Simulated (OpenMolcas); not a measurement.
## Ta3+: ligand-field states by method

Ta3+ with 6 ligands (fluoride) in trigonal antiprismatic coordination (D3d) at 2.03 Å, a polar angle of 65.6° against the regular 54.74°. A charge of +0.5 e stands 2.6 Å behind each ligand. Ligand basis ANO-RCC-VDZP.
```
Ta    0.0000    0.0000    0.0000
F     0.0000    1.8491    0.8377
F    -1.6014   -0.9245    0.8377
F     1.6014   -0.9245    0.8377
F     0.0000   -1.8491   -0.8377
F     1.6014    0.9245   -0.8377
F    -1.6014    0.9245   -0.8377
```

```json
{
 "Program": "OpenMolcas 26.06",
 "Basis": "ANO-RCC-VDZP [7s6p4d2f1g]",
 "Scalar Hamiltonian": "DKH2, point nucleus",
 "Active space": "2 electrons in 5 orbitals (5d)",
 "State averaging": "2S+1 = 3 even, 10 roots; 2S+1 = 1 even, 15 roots",
 "Spin-orbit coupling": "state interaction with AMFI integrals over the reference wave functions"
}
```

I. CASSCF
II. SS-CASPT2, IPEA 0.25 Eh, imaginary shift 0.1 Eh (the lowest 17 gerade and 18 ungerade orbitals frozen, chosen by energy and not by shell, so the metal 5p can be frozen and 4f correlated)
III. SS-CASPT2, IPEA 0 Eh, imaginary shift 0.1 Eh (the lowest 17 gerade and 18 ungerade orbitals frozen, chosen by energy and not by shell, so the metal 5p can be frozen and 4f correlated)

Spin-free states (labels of D3, the rotations of D3d) in cm-1, each column counted from its own energy of the first state listed:

| State | Degeneracy | I | II | III |
| --- | --- | --- | --- | --- |
| 3E | 2 | 0 | 0 | 0 |
| 1A1 | 1 | 4976 | 4930 | 5350 |
| 3A2 | 1 | 5890 | 6080 | 6100 |
| 1E | 2 | 6688 | 7490 | 7460 |
| 1E | 2 | 16707 | 16840 | 16840 |
| 1A1 | 1 | 26667 | 25830 | 25650 |
| 3E | 2 | 29419 | 28150 | 27980 |
| 1E | 2 | 36555 | 35730 | 35540 |
| 3A1 | 1 | 36868 | 35290 | 34630 |
| 3E | 2 | 41570 | 38960 | 38360 |
| 3A2 | 1 | 44409 | 41700 | 41000 |
| 1A1 | 1 | 46722 | 44920 | 44290 |
| 1E | 2 | 48438 | 46940 | 46400 |
| 1A2 | 1 | 49155 | 47970 | 47330 |
| 3A2 | 1 | 69940 | 66640 | 66350 |
| 1E | 2 | 78332 | 75180 | 75070 |
| 1A1 | 1 | 87980 | 82930 | 82770 |

From I to II, I's first state of the same spin (3A2) moves from 5890 to 6080 cm-1, by about +190 cm-1.

From I to II, I's first state of another spin (1A1) moves from 4976 to 4930 cm-1, by about -51 cm-1.

χT at 300 K: I 0.33, II 0.33, III 0.35 cm3 K/mol.

The states above are spin-free; spin-orbit coupling is strong here and shifts and splits them by thousands of cm-1.

Roots that are degenerate in the reference are averaged as groups; the widest CASPT2 spread within a group is 67 cm-1 (the 2-fold group of multiplicity 3 near 28200 cm-1 above the lowest state of its run, II). Shifts and gaps below about the spread of the groups concerned are not significant. Over all roots computed the reference weight is 0.72 to 0.74 in II, 0.72 to 0.74 in III; a low but even weight reflects the number of correlated electrons. An orbital doublet at a regular site is open to a Jahn-Teller distortion, which this geometry leaves out. The least metal-like active orbital is 79 % on the metal (Löwdin) and no ligand orbital is active, so the numbers are rough. Ligand-to-metal charge-transfer states are missing. With no ligand orbital active B as a rule stays too high, so bands that hang on it stand too high and its fall with covalency is understated. Without dynamic correlation the repulsion within the d shell is too large (B by tens of per cent), so at a given field states of lower spin stand too high (holds for I). With metal d orbitals alone the field can be off either way by tens of per cent (holds for I). With one d shell and no ligand orbital active, 10Dq can be off by a tenth or more (holds for II; III). No measured value stands beside these numbers; the geometry is a model, was not optimised and need not be the one that this ion takes.
